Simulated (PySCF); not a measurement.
C₂H₆Se, charge +1, doublet, geometry from GFN2-xTB (a state made from the parent by changing its charge; the spin is typed, not shown lowest); HF/def2-SVP run with PySCF.

Input for PySCF:
```python
from pyscf import gto, scf

mol = gto.M(
    atom='''
C     1.436470   -0.331923    0.772336
Se    0.017764    0.164309   -0.425847
C    -1.497411   -0.231766    0.688597
H     1.393350   -1.403507    0.971916
H     2.392745   -0.089717    0.313587
H     1.333710    0.202497    1.716881
H    -1.448497   -1.264247    1.034894
H    -2.410755   -0.076873    0.118171
H    -1.498872    0.427462    1.557735
''',
    basis='def2-svp',
    charge=1,
    spin=1,
    verbose=4,
    symmetry=True,
)

mf = scf.UHF(mol)
mf.kernel()
mf.analyze()
```

The log (banner, timings and long lists left out):

```
PySCF version 2.14.0

[INPUT] verbose = 4
[INPUT] num. atoms = 9
[INPUT] num. electrons = 51
[INPUT] charge = 1
[INPUT] spin (= nelec alpha-beta = 2S) = 1
[INPUT] symmetry True subgroup None
[INPUT] Mole.unit = angstrom
[INPUT] Symbol           X                Y                Z      unit          X                Y                Z       unit  Magmom
[...]
nuclear repulsion = 188.167015001097
point group symmetry = C2
symmetry origin: [ 3.99749757e-07 -4.72431531e-07 -5.81454192e-07]
symmetry axis x: [ 0.99899338 -0.03487207  0.02821652]
symmetry axis y: [0.02236014 0.93241499 0.36069697]
symmetry axis z: [-0.03888775 -0.35970296  0.93225615]
num. orbitals of irrep A = 47
num. orbitals of irrep B = 43
number of shells = 42
number of NR pGTOs = 164
number of NR cGTOs = 90
basis = def2-svp
ecp = {}

******** <class 'pyscf.scf.uhf_symm.SymAdaptedUHF'> ********
method = SymAdaptedUHF
initial guess = minao
damping factor = 0
level_shift factor = 0
DIIS = <class 'pyscf.scf.diis.CDIIS'>
diis_start_cycle = 1
diis_space = 8
diis_damp = 0
SCF conv_tol = 1e-09
SCF conv_tol_grad = None
SCF max_cycles = 50
direct_scf = True
direct_scf_tol = 1e-13
number electrons alpha = 26  beta = 25
Freeze 0 electrons in irreps []
    51 free electrons in irreps A B
Set gradient conv threshold to 3.16228e-05
init E= -2477.9553460754

cycle= 1 E= -2478.35965475225  delta_E= -0.404  |g|= 0.301  |ddm|= 1.99
cycle= 2 E= -2478.4275406281  delta_E= -0.0679  |g|= 0.128  |ddm|= 0.455
cycle= 3 E= -2478.43700763415  delta_E= -0.00947  |g|= 0.0346  |ddm|= 0.14
cycle= 4 E= -2478.43877805606  delta_E= -0.00177  |g|= 0.0104  |ddm|= 0.061
cycle= 5 E= -2478.43898900222  delta_E= -0.000211  |g|= 0.00455  |ddm|= 0.0238
cycle= 6 E= -2478.4390176576  delta_E= -2.87e-05  |g|= 0.00213  |ddm|= 0.00786
cycle= 7 E= -2478.43902623893  delta_E= -8.58e-06  |g|= 0.00104  |ddm|= 0.00482
cycle= 8 E= -2478.43902943799  delta_E= -3.2e-06  |g|= 0.000538  |ddm|= 0.00357
cycle= 9 E= -2478.43903054222  delta_E= -1.1e-06  |g|= 0.000182  |ddm|= 0.0029
cycle= 10 E= -2478.43903064465  delta_E= -1.02e-07  |g|= 4.87e-05  |ddm|= 0.00102
cycle= 11 E= -2478.43903064895  delta_E= -4.31e-09  |g|= 1.87e-05  |ddm|= 0.00014
cycle= 12 E= -2478.43903064967  delta_E= -7.13e-10  |g|= 7.38e-06  |ddm|= 4.67e-05
Extra cycle  E= -2478.43903064974  delta_E= -7.05e-11  |g|= 4.69e-06  |ddm|= 9.98e-06
converged SCF energy = -2478.43903064974  <S^2> = 0.76273055  2S+1 = 2.0126903
**** SCF Summaries ****
Total Energy =                       -2478.439030649736651
Nuclear Repulsion Energy =             188.167015001097440
One-electron Energy =                -3810.023934612664561
Two-electron Energy =                 1143.417888961830840
Two-electron Coulomb Energy =         1241.187229901448973
DFT Exchange-Correlation Energy =      -97.769340939618132
Wave-function symmetry = B
alpha occupancy for each irrep:      A    B
                                    14   12
beta  occupancy for each irrep:      A    B
                                    14   11
**** MO energy ****
alpha MO #1 (A #1), energy= -461.092438983832 occ= 1
alpha MO #2 (A #2), energy= -60.9194263292282 occ= 1
alpha MO #3 (B #1), energy= -54.5394893851487 occ= 1
alpha MO #4 (B #2), energy= -54.5346567873059 occ= 1
alpha MO #5 (A #3), energy= -54.5339077384973 occ= 1
alpha MO #6 (B #3), energy= -11.4770052858014 occ= 1
alpha MO #7 (A #4), energy= -11.4769709409899 occ= 1
alpha MO #8 (A #5), energy= -9.20534586700993 occ= 1
alpha MO #9 (B #4), energy= -6.9490904962396 occ= 1
alpha MO #10 (B #5), energy= -6.93694350668555 occ= 1
alpha MO #11 (A #6), energy= -6.93289134282058 occ= 1
alpha MO #12 (A #7), energy= -2.92989278388533 occ= 1
alpha MO #13 (A #8), energy= -2.92851537071359 occ= 1
alpha MO #14 (B #6), energy= -2.92442702084382 occ= 1
alpha MO #15 (B #7), energy= -2.92154251315942 occ= 1
alpha MO #16 (A #9), energy= -2.91927336407008 occ= 1
alpha MO #17 (A #10), energy= -1.29935916989148 occ= 1
alpha MO #18 (B #8), energy= -1.16359432303238 occ= 1
[...]
beta  MO #34 (B #16), energy= 0.100516556492745 occ= 0
beta  MO #35 (A #19), energy= 0.247109546350879 occ= 0
beta  MO #36 (A #20), energy= 0.277265387475818 occ= 0
beta  MO #37 (A #21), energy= 0.334340930709136 occ= 0
beta  MO #38 (B #17), energy= 0.370037659250748 occ= 0
beta  MO #39 (B #18), energy= 0.374132840762738 occ= 0
beta  MO #40 (A #22), energy= 0.414146320639782 occ= 0
beta  MO #41 (B #19), energy= 0.498141018012765 occ= 0
beta  MO #42 (A #23), energy= 0.520790463185826 occ= 0
beta  MO #43 (B #20), energy= 0.541391628571271 occ= 0
beta  MO #44 (A #24), energy= 0.575517085264745 occ= 0
beta  MO #45 (B #21), energy= 0.582840817665558 occ= 0
beta  MO #46 (B #22), energy= 0.604687259330338 occ= 0
beta  MO #47 (A #25), energy= 0.624231547849399 occ= 0
beta  MO #48 (A #26), energy= 0.653893691118632 occ= 0
beta  MO #49 (B #23), energy= 0.698124897840605 occ= 0
beta  MO #50 (B #24), energy= 0.699894925050113 occ= 0
beta  MO #51 (A #27), energy= 0.719015494393559 occ= 0
beta  MO #52 (B #25), energy= 0.71974658055763 occ= 0
beta  MO #53 (A #28), energy= 0.724186386127338 occ= 0
beta  MO #54 (A #29), energy= 0.755577098254915 occ= 0
beta  MO #55 (B #26), energy= 0.922577246493982 occ= 0
beta  MO #56 (A #30), energy= 0.928327097515234 occ= 0
beta  MO #57 (B #27), energy= 1.02269587182445 occ= 0
beta  MO #58 (B #28), energy= 1.24690511858077 occ= 0
beta  MO #59 (A #31), energy= 1.24788002150021 occ= 0
beta  MO #60 (B #29), energy= 1.31128677691844 occ= 0
beta  MO #61 (A #32), energy= 1.3291773298502 occ= 0
beta  MO #62 (B #30), energy= 1.5855961814168 occ= 0
beta  MO #63 (A #33), energy= 1.58684768767835 occ= 0
beta  MO #64 (A #34), energy= 1.79450063475657 occ= 0
beta  MO #65 (A #35), energy= 1.79897574365789 occ= 0
beta  MO #66 (B #31), energy= 1.81005923439708 occ= 0
beta  MO #67 (A #36), energy= 1.83910704598042 occ= 0
beta  MO #68 (B #32), energy= 1.84808899438317 occ= 0
beta  MO #69 (B #33), energy= 1.93744310249529 occ= 0
beta  MO #70 (B #34), energy= 2.0114476222739 occ= 0
beta  MO #71 (B #35), energy= 2.02753866958894 occ= 0
beta  MO #72 (A #37), energy= 2.04822643396917 occ= 0
beta  MO #73 (A #38), energy= 2.06002515368745 occ= 0
beta  MO #74 (A #39), energy= 2.28517003127716 occ= 0
beta  MO #75 (B #36), energy= 2.30770559240228 occ= 0
beta  MO #76 (A #40), energy= 2.50327150353315 occ= 0
beta  MO #77 (B #37), energy= 2.52001013832704 occ= 0
beta  MO #78 (A #41), energy= 2.52163698252502 occ= 0
beta  MO #79 (B #38), energy= 2.54207801857591 occ= 0
beta  MO #80 (A #42), energy= 2.80083107705403 occ= 0
beta  MO #81 (B #39), energy= 2.83219960944139 occ= 0
beta  MO #82 (B #40), energy= 3.03224686482692 occ= 0
beta  MO #83 (A #43), energy= 3.04326885139441 occ= 0
beta  MO #84 (A #44), energy= 3.04748370519781 occ= 0
beta  MO #85 (B #41), energy= 3.05669572859216 occ= 0
beta  MO #86 (B #42), energy= 3.31572798931439 occ= 0
beta  MO #87 (A #45), energy= 3.34870640347954 occ= 0
beta  MO #88 (A #46), energy= 3.41615987059979 occ= 0
beta  MO #89 (A #47), energy= 3.43518946419393 occ= 0
beta  MO #90 (B #43), energy= 3.62049747741073 occ= 0
 ** Mulliken pop alpha/beta on meta-lowdin orthogonal AOs **
 ** Mulliken pop       alpha | beta **
In total            26.00000 | 25.00000
 ** Mulliken atomic charges   ( Nelec_alpha | Nelec_beta ) **
charge of  0C =     -0.34119  (     3.14200      3.19918 )
charge of  1Se =      0.78405  (    17.12431     16.09163 )
charge of  2C =     -0.34118  (     3.14200      3.19918 )
charge of  3H =      0.14898  (     0.43599      0.41504 )
charge of  4H =      0.15272  (     0.42466      0.42263 )
charge of  5H =      0.14747  (     0.43519      0.41734 )
charge of  6H =      0.14747  (     0.43519      0.41734 )
charge of  7H =      0.15272  (     0.42466      0.42263 )
charge of  8H =      0.14898  (     0.43599      0.41504 )

WARN: System has nonzero charge 1; the dipole moment is origin-dependent.
Location of origin: [0. 0. 0.]

Dipole moment(X, Y, Z, Debye): -0.06811, -0.63000,  1.63280
```
